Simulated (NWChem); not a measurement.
The numbers come from NWChem runs, not from measurements. System: H3Si2, charge 0, spin multiplicity 2, at a geometry optimised with UPBE0/def2-SVP. The structure started from a generated list of species. Its SCF solution wasn't tested for a lower state. Level: ROCCSD(T)/def2-TZVP, 10 core orbitals frozen.

NWChem printed:

```
             Northwest Computational Chemistry Package (NWChem) 7.3.0
             --------------------------------------------------------

                                NWChem Input Module
                                -------------------

 Scaling coordinates for geometry "geometry" by  1.889725989
 (inverse scale =  0.529177249)

                             Geometry "geometry" -> ""
                             -------------------------

 Output coordinates in angstroms (scale by  1.889725989 to convert to a.u.)

  No.       Tag          Charge          X              Y              Z
 ---- ---------------- ---------- -------------- -------------- --------------
    1 Si                  14.0000    -0.51384300    -1.12183500     0.03350600
    2 Si                  14.0000     0.35837100     0.98439600    -0.03581400
    3 H                    1.0000     0.88715800    -1.68771500    -0.21960000
    4 H                    1.0000     1.77115100     1.38783300     0.26577100
    5 H                    1.0000    -0.48170800     2.22402100    -0.01385600

 Effective nuclear repulsion energy (a.u.)      67.8128201118

            Nuclear Dipole moment (a.u.)
            ----------------------------
        X                 Y               Z
 ---------------- ---------------- ----------------
    -0.0000132281    -0.0000132281     0.0000056692


 Summary of "ao basis" -> "" (spherical)
 ------------------------------------------------------------------------------
       Tag                 Description            Shells   Functions and Types
 ---------------- ------------------------------  ------  ---------------------
 *                         def2-tzvp                  on all atoms

 Summary of "ao basis" -> "ao basis" (spherical)
 ------------------------------------------------------------------------------
       Tag                 Description            Shells   Functions and Types
 ---------------- ------------------------------  ------  ---------------------
 Si                        def2-tzvp                13       37   5s5p2d1f
 H                         def2-tzvp                 4        6   3s1p

                                 NWChem SCF Module
                                 -----------------

  ao basis        = "ao basis"
  functions       =    92
  atoms           =     5
  closed shells   =    15
  open shells     =     1
  charge          =   0.00
  wavefunction    = ROHF
  use symmetry    = F
[...]
         Schwarz screening : 0.10D-09

          Correlation Information
          -----------------------
          Calculation type : Coupled-cluster singles & doubles w/ perturbation
   Perturbative correction : (T)
            Max iterations :      100
        Residual threshold : 0.10D-05
     T(0) DIIS level shift : 0.00D+00
     L(0) DIIS level shift : 0.00D+00
     T(1) DIIS level shift : 0.00D+00
     L(1) DIIS level shift : 0.00D+00
     T(R) DIIS level shift : 0.00D+00
     T(I) DIIS level shift : 0.00D+00
   CC-T/L Amplitude update :  5-th order DIIS
                I/O scheme : Global Array Library
        L-threshold :  0.10D-05
        EOM-threshold :  0.10D-05
 no EOMCCSD initial starts read in
 TCE RESTART OPTIONS
 SLICE:      F
 D4D5:       F
 quantumc:   F
 qrotation:  F
 pwtce:      F
 qducc:      F
 nacto:                         0
 nrotv:                         0
 nrot:                          0

            Memory Information
            ------------------
          Available GA space size is     249019872 doubles
          Available MA space size is     104852220 doubles

 Maximum block size supplied by input
 Maximum block size        24 doubles

 tile_dim =     19

 -------------------------------------------------

 Global array virtual files algorithm will be used

 Parallel file system coherency ......... OK

 4-electron integrals stored in orbital form

 v2    file size   =          9063407
 4-index algorithm nr.  13 is used
 imaxsize =       30
 imaxsize ichop =        0


CCSD iterations
 ---------------------------------------------------------
 Iter          Residuum       Correlation     Cpu    Wall
 ---------------------------------------------------------
    1   0.1295130416986  -0.2099577518548     0.8     0.8
    2   0.0399197715185  -0.2378224706521     0.8     0.8
    3   0.0162215367700  -0.2447042507136     0.8     0.8
    4   0.0075715478384  -0.2469504586366     0.8     0.8
    5   0.0050376777521  -0.2477892269912     0.8     0.8
    6   0.0030579787094  -0.2484156083321     0.8     0.8
    7   0.0028326695073  -0.2485184170910     0.8     0.8
    8   0.0020057382383  -0.2485607579981     0.8     0.8
    9   0.0020460784383  -0.2485854369467     0.8     0.8
   10   0.0015462965995  -0.2486207816689     0.8     0.8
   11   0.0005029572079  -0.2487896932425     0.8     0.8
   12   0.0003467077332  -0.2487994857584     0.8     0.8
   13   0.0002089809894  -0.2488005091150     0.8     0.8
   14   0.0002037152828  -0.2487984157161     0.8     0.8
   15   0.0001177508408  -0.2487991031635     0.8     0.8
   16   0.0000615984944  -0.2487964017610     0.8     0.8
   17   0.0000786287033  -0.2487977002496     0.8     0.8
   18   0.0000405969627  -0.2487998138187     0.8     0.8
   19   0.0000538991172  -0.2488001420229     0.8     0.8
   20   0.0000307841575  -0.2488012580958     0.8     0.8
   21   0.0000130705124  -0.2488044949060     0.8     0.8
   22   0.0000078805540  -0.2488047331923     0.8     0.8
   23   0.0000054717596  -0.2488047320708     0.8     0.8
   24   0.0000046321490  -0.2488047004126     0.8     0.8
   25   0.0000033234991  -0.2488047110050     0.8     0.8
   26   0.0000017960436  -0.2488046835195     0.8     0.8
   27   0.0000020420737  -0.2488047370902     0.8     0.8
   28   0.0000011007584  -0.2488048059469     0.8     0.8
   29   0.0000013861102  -0.2488048189909     0.8     0.8
   30   0.0000008203719  -0.2488048528188     0.8     0.8
 -----------------------------------------------------------------
 Iterations converged
 CCSD correlation energy / hartree =        -0.248804852818800
 CCSD total energy / hartree       =      -579.777106873661978

 Singles contributions
    16a   (beta ) ---    15a   (beta )        0.1131504567

 Doubles contributions
 CCSD(T)
 Using plain CCSD(T) code
             total no. of tasks          385
 total no. of tasks / no. procs          385
                         wl_min          125           2.2
                         wl_max       857375           9.7
        thresh for no. of tasks          385

 CCSD[T]  correction energy / hartree =        -0.011144843905964
 CCSD[T] correlation energy / hartree =        -0.259949696724764
 CCSD[T] total energy / hartree       =      -579.788251717567960
 CCSD(T)  correction energy / hartree =        -0.010838155024222
 CCSD(T) correlation energy / hartree =        -0.259643007843022
 CCSD(T) total energy / hartree       =      -579.787945028686181

 Task  times  cpu:       55.7s     wall:       55.7s

 Total times  cpu:       55.7s     wall:       55.7s
```

Problem. Write an NWChem input that would produce this output.

Solution. One answer among several that fit: 
```
start mol
memory heap 100 mb stack 700 mb global 1900 mb
geometry units angstroms nocenter noautoz noautosym
  Si    -0.513843    -1.121835     0.033506
  Si     0.358371     0.984396    -0.035814
  H      0.887158    -1.687715    -0.219600
  H      1.771151     1.387833     0.265771
  H     -0.481708     2.224021    -0.013856
end
basis spherical
  * library def2-tzvp
end
scf
  rohf
  nopen 1
  maxiter 100
  thresh 1e-7
  semidirect memsize 60000000 filesize 0
  # guess.movecs holds the orbitals of an unrestricted PBE0 run
  vectors input guess.movecs output mol.movecs
end
tce
  freeze core 10
  ccsd(t)
  2eorb
  2emet 13
  thresh 1e-6
  maxiter 100
  tilesize 24
end
task tce energy
```
